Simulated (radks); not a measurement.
Q: Coherent X-ray form factor from a spherical all-electron density. Method: scalar-relativistic Kohn-Sham, BLYP, spin-unpolarised, spherical densities, finite nucleus; Fermi nuclear charge, rms radius of each element as measured or else 0.836 A^(1/3) + 0.57 fm; computed with a radial shooting solver on a logarithmic mesh with Libxc functionals.

sin(theta)/lambda (1/angstrom),f0 (electrons)
0.05,23.827
0.1,23.321
0.15,22.520
0.2,21.479
0.25,20.265
0.3,18.945
0.4,16.233
0.5,13.730
0.6,11.634
0.8,8.765
1,7.202
1.25,6.111
1.5,5.314
2,3.873

The species is in the configuration that NIST lists as its ground one. Which atom or ion scatters so?

A: The copper ion Cu5+, [Ar] 3d6. Extrapolating in s^2 from the first two rows gives f0(0) = 24.0, near the electron count 24; among species with that count, the fall with angle is slower the higher Z, and the table is that of Z = 29; from so few rows the species is fixed only to a neighbour or two.
